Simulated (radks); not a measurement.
Radial electron density D(r) = 4 pi r^2 rho(r) of an atom or ion with 18 electrons. All-electron calculation, scalar-relativistic Kohn-Sham, PBEsol, spin-polarised, spherical densities, finite nucleus; Fermi nuclear charge, rms radius of each element as measured or else 0.836 A^(1/3) + 0.57 fm. Program: a radial shooting solver on a logarithmic mesh with Libxc functionals.

r (bohr),D(r) (e/bohr)
0.003055,9.574
0.003791,13.33
0.004743,18.45
0.005886,24.69
0.007364,32.47
0.00914,40.88
0.01134,49.43
0.01419,57.16
0.01761,62.04
0.02204,63.22
0.02735,60.72
0.03394,56.76
0.04246,55.22
0.0527,59.64
0.06593,69.46
0.08183,76.84
0.1016,73.02
0.1271,55.22
0.1577,35.72
0.1973,27.99
0.2448,32.20
0.3039,32.98
0.3802,22.04
0.4718,8.928
0.5903,1.878
0.7326,0.2050
0.9093,0.009535

What is the nuclear charge?

Answer. Z = 49. The innermost maximum, from 1s, lies near gamma/Z bohr with gamma = sqrt(1 - (Z/c)^2) = 0.934, here 0.0191 bohr (found: 0.0210), and its height grows with Z. The density is that of the indium ion In31+ in [Ar]; the configuration itself is not fixed sharply by these data, and Z only to a few units. D(r) has 3 maxima, at r = 0.0210, 0.0859, 0.278 bohr, and minima at 0.0408, 0.196 bohr, inside which lie 2.00, 10.38 electrons.
